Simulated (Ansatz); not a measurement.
One change: `O[SiH2]N[SiH2][AlH2]` becomes `O[SiH2]N[SiH2]Cl`.

Ansatz, PBE0-D4/def2-TZVP geometries, multiplicity 1. Each molecule was computed in one conformer, which needn't be the lowest.

```tsv
property	`O[SiH2]N[SiH2][AlH2]`
size of the dipole moment (PBE/def2-TZVPP) / D	2.01
size of the dipole moment (B3LYP/def2-TZVPP) / D	2.08
HOMO energy (PBE/def2-TZVPP) / eV	-5.95
HOMO energy (ωB97M-V/def2-TZVPP) / eV	-9.15
HOMO energy (B3LYP/def2-TZVPP) / eV	-6.90
HOMO–LUMO gap (B3LYP/def2-TZVPP) / eV	4.62
```

**Question.** Give the same properties after the change, and the shifts. (Estimate.)

**Answer.** Ansatz gave: 
```csv
property,`O[SiH2]N[SiH2]Cl`,shift
size of the dipole moment (PBE/def2-TZVPP) / D,2.00,-0.01
size of the dipole moment (B3LYP/def2-TZVPP) / D,2.02,-0.06
HOMO energy (PBE/def2-TZVPP) / eV,-6.89,-0.94
HOMO energy (ωB97M-V/def2-TZVPP) / eV,-10.59,-1.44
HOMO energy (B3LYP/def2-TZVPP) / eV,-8.02,-1.12
HOMO–LUMO gap (B3LYP/def2-TZVPP) / eV,7.94,3.32
```

With PBE0 the HOMO falls by 1.18 eV and the LUMO rises by 2.27 eV, so the gap widens by about 3.45 eV. PBE moves the HOMO by -0.94 eV and ωB97M-V by -1.44 eV. Dipoles are sizes alone; their direction can turn.

B3LYP here is the variant with VWN-RPA as its local correlation; programs differ in this.
